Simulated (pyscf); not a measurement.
PySCF, gas phase, ωB97X-D3(BJ)/def2-SVP geometries. MP2 and CC: frozen core, UHF for open shells. ΔMP2 is the change of the MP2 total energy from the triple- to the quadruple-zeta basis.

For H₃C–CH=NH (SMILES CC=N) → H₂C=CH–NH₂ (SMILES C=CN), a hydrogen shift (singlet surface; C–H broken, H–N formed), PBE/def2-TZVP gives ΔE‡ = 2.56 eV and ΔE = +0.06 eV (zero: the reactant's lowest minimum found). In which direction and how far do B3LYP-D3(BJ)/def2-TZVP, PBE0-D3(BJ)/def2-TZVP, CCSD(T)/def2-TZVPP + ΔMP2(QZVPP) move these?

B3LYP-D3(BJ): ΔE‡ = 2.87 eV, ΔE = +0.08 eV; PBE0-D3(BJ): ΔE‡ = 2.78 eV, ΔE = +0.06 eV; CCSD(T): ΔE‡ = 2.95 eV, ΔE = +0.12 eV. PBE's barrier lies under all of them, by 0.22 to 0.39 eV. Its reaction energy matches one of them and lies within 0.06 eV of the others. Low barriers are usual for a GGA, whose delocalisation error favours stretched bonds. This is the saddle that the search found; another between the same sides may lie lower. The CCSD(T) − MP2 part came from Ansatz, without density fitting, on the same reference.
